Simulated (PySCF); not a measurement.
Task: Give a PBE0-D3(BJ)/def2-TZVP geometry of cycloheptatriene (`C1=CC=CCC=C1`).

Result: 
```xyz
15
C7H8 angstrom
C      1.296   -0.963    0.178
C      1.579    0.296   -0.242
C      0.690    1.422   -0.157
C     -0.648    1.354   -0.251
C     -1.336    0.085   -0.641
C     -1.148   -0.876    0.489
C      0.061   -1.387    0.775
H      2.115   -1.677    0.191
H      2.604    0.504   -0.535
H      1.150    2.391    0.020
H     -1.246    2.238   -0.052
H     -2.393    0.254   -0.849
H     -0.867   -0.320   -1.546
H     -2.011   -1.175    1.075
H      0.129   -2.166    1.531
```

Orientation and origin are arbitrary. Atoms count from 1 in this order. Of the pairs four or more bonds apart, C2···H13 is among the closest relative to their van der Waals radii: 2.84 Å, 98 % of the sum of Bondi's values. The 7-membered ring C1–C2–C3–C4–C5–C6–C7 has internal angles of 106.9° to 125.6°; it is puckered, 0.30 Å rms from its mean plane, widest ring torsion 69°. The C–C distances run from 1.343 Å (C3=C4, drawn double) to 1.496 Å (C4–C5, drawn single), a spread of 0.153 Å.

Bonds between heavy atoms (Å): C1=C2 1.357, C2–C3 1.436, C3=C4 1.343, C4–C5 1.496, C5–C6 1.495, C6=C7 1.343, C1–C7 1.436.

Theory: PBE0-D3(BJ)/def2-TZVP geometry optimisation, gas phase (PySCF 2.14.0).

Point group: Cs (tolerance 0.08 Å). No frequency check. One conformer, not necessarily the lowest (C1–C2–C3–C4 -32°, C3–C4–C5–C6 69°, C4–C5–C6–C7 -69°, C2–C1–C7–C6 32°).
